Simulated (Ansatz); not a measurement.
GaHCl2O (SMILES [OH][Ga]([Cl])[Cl]): methods side by side

GaHCl2O: 5 atoms, total charge 0, spin state singlet. SMILES: `[OH][Ga]([Cl])[Cl]`. Geometry: optimised at PBE0/def2-SVP.

```xyz
5

O     0.2542    1.3550    0.2457
Ga    0.1171   -0.3940    0.0554
Cl    1.5060   -1.6389    1.0623
Cl   -1.4141   -1.2449   -1.1609
H    -0.4133    1.8492   -0.2438
```

Each level gives the dissociation energy of the Cl3–Ga2 bond into doublet Cl and doublet GaHClO (shapes relaxed at PBE0/def2-SVP, no zero-point term) (eV). The values are calculated.

| level | kind | program | value (eV) | less CCSD(T)/def2-SVP | CPU time (all runs) |
| --- | --- | --- | --- | --- | --- |
| SVWN5/def2-SVP | LDA | Ansatz | 4.99 | +0.72 | 3.8 s |
| BLYP/def2-SVP | GGA | Ansatz | 4.06 | -0.21 | 7.8 s |
| PBE/def2-SVP | GGA | Ansatz | 4.34 | +0.07 | 7 s |
| PBE0-D4/def2-SVP | global hybrid | Ansatz | 4.41 | +0.14 | 10 s |
| CAM-B3LYP/def2-SVP | range-separated hybrid | Ansatz | 4.29 | +0.02 | 12 s |
| B2PLYP/def2-SVP | double hybrid | Ansatz | 4.27 | 0.00 | 16 s |
| RPA@PBE/def2-SVP | RPA | Ansatz | 3.81 | -0.46 | 12 s |
| MP2/def2-SVP | perturbation theory | Ansatz | 4.41 | +0.14 | 4.4 s |
| CCSD(T)/def2-SVP | coupled cluster or CI | Ansatz | 4.27 | 0.00 | 25 s |

CCSD(T)/def2-SVP is the highest level here, not the true value. All-electron rows without a relativistic Hamiltonian named are non-relativistic. The values span 3.81 to 4.99 eV. Measured bond enthalpies also hold zero-point and thermal terms, a few tenths of an eV less. In the correlated wave-function rows the outer d shell of Ga is correlated, in sets not made for it. Times are those of the runs behind each value, whatever else they computed, on shared processors of several kinds: orders of magnitude only.
